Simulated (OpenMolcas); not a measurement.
Re3+ (d4) among equal point charges was computed by CASSCF with the d shell active (OpenMolcas, ANO-RCC-VTZP on the metal). Its lowest spin-free states, and all those of the highest spin:

```
2S+1  Degeneracy  E (cm-1)
   5           3       0.0
   5           2      4167
   3           3     13386
   3           3     15227
   3           3     16948
   1           1     17420
   3           3     18537
   3           2     18540
   3           3     19444
   1           3     20681
   3           3     21579
   3           3     21720
```

Problem. Is the site octahedral, tetrahedral or cube-like, axial, or of lower symmetry?

Solution. The states with 2S+1 = 5 have orbital degeneracies 3, 2. Threefold states need a cubic site. For d4 at this spin an octahedron puts the twofold E below the threefold T2 and a tetrahedron or cube puts the threefold T2 below the twofold E, so the site is a tetrahedron or a cube, which this pattern cannot tell apart. The first gap at this spin, 4170 cm-1, is |10Dq| in ligand-field theory. The run had Re3+ among 4 point charges of -1 e arranged as a tetrahedron (Td), 1.79 Å from the ion.

Spin-orbit coupling mixes the spin-free states strongly: the lowest level takes only 60 % from its leading state, 5T2. Without dynamic correlation the repulsion within the d shell is too large (B by tens of per cent), so at a given field states of lower spin stand too high. Point charges give a weaker field than real ligands, and real ions of this kind are as a rule low spin; the high spin found here belongs to the model. The ground term spreads over less than 5000 cm-1, several times less than with real ligands, so orbital moments are less quenched and χT lies further from the spin-only value than at real sites. Point charges carry no covalency, so the field is a model and not that of real ligands. No measured value stands beside these numbers.
